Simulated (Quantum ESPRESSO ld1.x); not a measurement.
Problem. The mean radii <r> (bohr) of the occupied orbitals of an atom or ion are listed with their occupations. All-electron calculation, Dirac Kohn-Sham, PBE, spin-unpolarised, spherical densities, point nucleus. Program: ld1.x of Quantum ESPRESSO 7.5.

| orbital | occ. | <r> |
|---|---|---|
| 1s1/2 | 2 | 0.01658 |
| 2s1/2 | 2 | 0.06923 |
| 2p1/2 | 2 | 0.05693 |
| 2p3/2 | 4 | 0.06560 |
| 3s1/2 | 2 | 0.1789 |
| 3p1/2 | 2 | 0.1692 |
| 3p3/2 | 4 | 0.1845 |
| 3d3/2 | 4 | 0.1605 |
| 3d5/2 | 6 | 0.1651 |
| 4s1/2 | 2 | 0.3702 |
| 4p1/2 | 2 | 0.3675 |
| 4p3/2 | 4 | 0.3918 |
| 4d3/2 | 2.8 | 0.3823 |
| 4d5/2 | 4.2 | 0.3891 |

Name the element and its charge. Open shells, if any, are shared by 2j + 1.

Solution. Z = 80, mercury, charge +37: Hg37+ in [Kr] 4d7. The 1s radius gives Z: for a bare nucleus <r> = (2 gamma + 1)/(2Z) with gamma = sqrt(1 - (Z/c)^2), 0.0164 bohr for Z = 80, and screening makes it slightly larger (0.01658 here). The occupations add up to 43, and the charge is Z minus that.
